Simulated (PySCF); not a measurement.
## Calculated properties of `C[CH2][AlH][CH]1CC1`

Compound: C5H11Al.
Geometry (PBE0-D3(BJ)/def2-SVP, Å), atoms numbered from 1 in this order:
```
atom  x, y, z in Å
C1     3.1930    0.4117   -0.1805
C2     1.9515   -0.4024    0.1834
Al3    0.2222    0.2288   -0.5103
C4    -1.4758   -0.3839    0.2034
C5    -2.6504   -0.6277   -0.7347
C6    -2.6887    0.5344    0.1893
H7     3.2882    0.5508   -1.2697
H8     4.1263   -0.0620    0.1674
H9     3.1632    1.4209    0.2619
H10    1.8652   -0.5140    1.2806
H11    2.0619   -1.4433   -0.1825
H12    0.1521    1.2534   -1.7375
H13   -1.4523   -1.0675    1.0615
H14   -2.5210   -0.4351   -1.8053
H15   -3.3007   -1.4807   -0.5193
H16   -2.5841    1.5386   -0.2356
H17   -3.3673    0.4900    1.0463
```

Some functional groups and rings: cyclopropane ring.

From PBE0-D3(BJ)/def2-SVP geometry optimisation, gas phase (PySCF):

- Point group: C1
- Rotational constants A, B, C: 10.085, 1.070, 1.059 GHz

From CAM-B3LYP/def2-SVPD ground state, ΔSCF and vertical TDDFT (core frozen in the response) (PySCF):

- Dipole moment: 0.85 D
- HOMO energy: -8.54 eV
- LUMO energy: 0.06 eV
- HOMO–LUMO gap: 8.60 eV
- Lowest singlet excitation: 5.12 eV (242 nm, f = 0.000)
- Strongest line among the 10 lowest singlet transitions: S4 at 6.77 eV (183 nm, f = 0.097)
- Lowest triplet excitation (Tamm–Dancoff): 4.86 eV
- Static isotropic polarisability: 86.2 au
- Vertical ionisation energy: 9.22 eV
- Electronic spatial extent ⟨r²⟩ about the centre of nuclear charge: 1189 bohr²

From PBE0/pcSseg-1 ground state and GIAO shieldings, non-relativistic (PySCF):

- Lowest Hirshfeld atomic charge: -0.22 e on C2
- Highest Hirshfeld atomic charge: +0.53 e on Al3
- 13C chemical shifts (computed TMS as zero) by class: 10.5 (C1), 7.1 (C2), 1.6 (C5/C6), -4.5 (C4) ppm
- 1H chemical shifts (computed TMS as zero) by class: 4.74 (H12), 1.22 (H7/H8/H9), 0.69 (H15/H17), 0.41 (H14/H16), 0.39 (H10/H11), -0.80 (H13) ppm
- Isotropic shieldings of nuclei other than C and H, by class: 264 (Al3) ppm
- Mayer bond orders between heavy atoms: C1–C2 1.04, C2–Al3 0.87, Al3–C4 0.83, C4–C5 0.94, C5–C6 0.97, C6–C4 0.94

delta-SCF UKS SCAN, pcX-2 on the ionised atom, pcseg-1 elsewhere, spin-free X2C (PySCF):

- Core binding energies: C1s 289.5 (C2), C1s 289.6 (C4), C1s 290.4 (C1), C1s 290.5 (C5/C6), Al1s 1566.0 (Al3) eV

Monoisotopic mass (most abundant isotopes): 98.0676 u.

The rotational constants make it an asymmetric top with κ = (2B − A − C)/(A − C) = -1.00, nearer the prolate limit (−1). The ΔSCF ionisation energy exceeds −ε(HOMO) by 0.68 eV with CAM-B3LYP. No computed singlet falls in the visible range (750 to 380 nm, 1.65 to 3.26 eV); S1 lies 1.86 eV above its blue end. A dipole of 0.85 D is allowed in C1, and pure rotational transitions are dipole-allowed. The dipole equals about 2.8 × 10⁻³⁰ C·m (1 D = 3.33564 × 10⁻³⁰ C·m).

 NMR classes are plain means over equivalent atoms (diastereotopic ones count apart unless rotation or inversion swaps them), as if these changed places fast; in this geometry the members of some classes differ.

For the geometry optimisation (PBE0-D3(BJ)/def2-SVP), on one thread of an Intel Xeon at 2.50 GHz, no GPU, shared host with 64 logical CPUs at a one-minute load of 63, this took 2.4 min and 0.62 GiB of memory at its peak.

One conformer stands for the species.
